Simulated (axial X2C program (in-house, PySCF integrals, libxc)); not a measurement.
ZrGe: bond constants with and without spin–orbit coupling

Computed with an in-house all-electron X2C program for linear molecules (integrals from PySCF). Spin-free means the one-electron spin-free X2C Hamiltonian; two-component (2c) means X2C with spin–orbit coupling and atomic mean-field two-electron Coulomb and Gaunt terms, so the difference of the two also holds small scalar two-electron terms. Basis: Zr dyall-cv3z [11s12p9d6f3g], Ge dyall-cv3z [9s9p7d4f1g] (cores contracted in-house); Gaussian nuclei, density fitting, unrestricted open shells. Masses: Zr 89.905 u, Ge 73.921 u.

State, spin-free: M_S = 2, Λ = 2 (beyond evenly filled blocks: σα, π+α, π-α, δ+α); electrons by block: σα: 17, σβ: 16, π+α: 8, π+β: 7, π-α: 8, π-β: 7, δ+α: 3, δ+β: 2, δ-α: 2, δ-β: 2. Fragments: Zr + Ge.

State, 2c: Ω = 4 (⟨Sz⟩ = 2.00, ⟨Lz⟩ = 2.00 at PBE0); electrons by block: 1/2: 24, -1/2: 24, 3/2: 10, -3/2: 9, 5/2: 3, -5/2: 2. Fragments: Zr + Ge.

| Hamiltonian | level | Re (Å) | ωe (cm⁻¹) | ωexe (cm⁻¹) | Be (cm⁻¹) | αe (cm⁻¹) | De (eV) | D0 (eV) | k (mdyn/Å) | μ (D) |
| --- | --- | --- | --- | --- | --- | --- | --- | --- | --- | --- |
| spin-free | PBE0 | 2.571 | 260.3 | 0.579 | 0.06289 | 0.000187 | 2.70 | 2.68 | 1.62 | -3.56 |
| spin-free | HF | 2.714 | 204.6 | 0.638 | 0.0564 | 0.000222 | n/a | n/a | 1 | -0.43 |
| spin-free | CCSD | 2.637 | 232.4 | 0.644 | 0.05975 | 0.00021 | 1.90 | 1.89 | 1.29 | n/a |
| spin-free | CCSD(T) | 2.634 | 235.5 | 0.648 | 0.05991 | 0.000206 | 2.03 | 2.02 | 1.33 | n/a |
| 2c | PBE0 | 2.570 | 260.1 | 0.58 | 0.0629 | 0.000187 | n/a | n/a | 1.62 | -3.56 |
| 2c | HF | 2.715 | 204.2 | 0.64 | 0.05638 | 0.000223 | n/a | n/a | 0.996 | -0.42 |
| 2c | CCSD | 2.637 | 232.2 | 0.641 | 0.05976 | 0.000208 | n/a | n/a | 1.29 | n/a |
| 2c | CCSD(T) | 2.633 | 235.4 | 0.645 | 0.05993 | 0.000204 | n/a | n/a | 1.32 | n/a |

Correlated methods: 8 electrons correlated (number of frozen shells: Zr 4 s, 3 p, 1 d; Ge 3 s, 2 p, 1 d), 346 virtual spin orbitals or spinors in MP2, 90 natural virtuals in coupled cluster.

Dipoles are positive if Ge is the positive end.

One determinant describes the state; a PBE0 search over occupations chose it and may have missed a lower one. Dissociation energies refer to the lowest single-determinant-based atoms at the same level and basis. De is not given where an atomic determinant may have missed its ground term or J level, or where the truncated virtual space spoils (T). Density functionals use the spin component along the axis (collinear). CCSD and (T) use frozen natural virtuals with an MP2 correction for the truncation; (T) itself is uncorrected, so its De runs slightly low. PBE0 can misorder states that lie within some tenths of an eV, so this need not be the ground state of the molecule. The nearest other spin-free determinant of the search, M_S = 1, Λ = 1, lies 0.44 eV up at the distance of the search. The functionals have no current-density term, which raises determinants with orbital currents, atoms included. With several unpaired electrons one determinant need not be a pure state. The outer-core s and p shells of the metal are frozen in the correlated rows, which leaves out core–valence correlation; for alkali and alkaline-earth bonds that tends to lengthen them. Open-shell Ω = 0 determinants with evenly filled partner blocks cannot be reached by this program, so the Ω shown need not be the lowest component. The determinant is spin-polarised beyond a pure state at some levels (its spin-free form has ⟨S²⟩ too high), which makes Re and μ there less reliable. The T1 diagnostic is large, a sign of multireference character. With the outer-core shells frozen, correlated bond lengths of heavy atoms tend to come out a few hundredths of an ångström too long.

No reliable constants came from MP2 (2c), MP2 (spin-free), PBE50 (2c), PBE50 (spin-free): no minimum in range, unconverged points, a curve that is not smooth, a change of character along it, or the two Hamiltonians disagreeing along it.

Rough cost a point (2c) on 1 thread(s) of a shared host, integrals apart: PBE0 2 s, HF 1.4 s, CCSD(T) 5 s.

The whole task took 4.3 min on 1 thread of Intel(R) Xeon(R) 6975P-C (Granite Rapids), with other jobs on the host.
